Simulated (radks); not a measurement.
Fractional charge and spin in the 3s shell of aluminium: the spin-up occupation runs from 0 to 1 and the spin-down occupation from 0 to 1; the fullest corner is Al+, [Ne] 3s(up 1, down 1). All-electron calculation, scalar-relativistic Kohn-Sham, PBEsol, spin-polarised, spherical densities, point nucleus. Program: a radial shooting solver on a logarithmic mesh with Libxc functionals. Energy (eV) minus the two flat planes that join the four corners (they meet along the diagonal where the two added fractions sum to one electron); zero is where a piecewise linear energy would lie.

down \ up,0,0.5,1
0,0.000,-1.031,0.000
0.5,-1.031,0.503,-0.963
1,0.000,-0.963,0.000

Corners above the fullest one (they belong to Al2+ and the next ion): (up 1, down 0) 18.668 eV, (up 0, down 1) 18.668 eV, (up 0, down 0) 47.332 eV. With half an added electron in each spin the energy lies 0.503 eV from the planes (fractional-spin error, the static-correlation error of a stretched bond), and with half an added electron in spin up alone -1.031 eV (fractional-charge error). For a frontier s shell over closed shells the exact functional lies on the planes.
